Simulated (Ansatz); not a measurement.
`C[CH](S)[SbH2]`, relaxed with RKS PBE-D4/def2-SVP in Ansatz from a rough embedded geometry. The force threshold is 0.03 eV/Å; the program also tests the step.

Total charge 0; spin multiplicity 1. Sb: def2 effective core potential.

Start:

```xyz
11

C     0.967    0.602    0.285
C    -0.230   -0.205    0.529
S     0.247   -1.914    0.816
Sb   -1.554   -0.119   -1.258
H     1.563    0.299   -0.596
H     1.695    0.581    1.190
H     0.727    1.684    0.134
H    -0.765    0.150    1.380
H    -1.059   -2.369    1.090
H    -0.215   -0.368   -2.308
H    -1.376    1.657   -1.263
```

(1) By how much does the energy fall, and how many steps does the optimiser take? (Best estimate.)

(2) Which bonds change most? (Best estimate.)

(3) Give the relaxed structure. (Best estimate.)

## Answers

(1) Computed: 22.44 kJ/mol, in 8 steps, 1 of them rejected.

(2) Ansatz gave: C1–C2 from 1.464 to 1.524 Å; C1–H6 from 1.162 to 1.112 Å; C2–S3 from 1.797 to 1.844 Å; S3–H9 from 1.410 to 1.363 Å.

(3) Ansatz gave: 
```xyz
11

C     1.057    0.615    0.327
C    -0.224   -0.192    0.506
S     0.231   -1.951    0.821
Sb   -1.595   -0.120   -1.252
H     1.655    0.245   -0.531
H     1.694    0.558    1.237
H     0.822    1.682    0.137
H    -0.799    0.186    1.375
H    -1.023   -2.392    1.124
H    -0.264   -0.251   -2.355
H    -1.554    1.619   -1.389
```
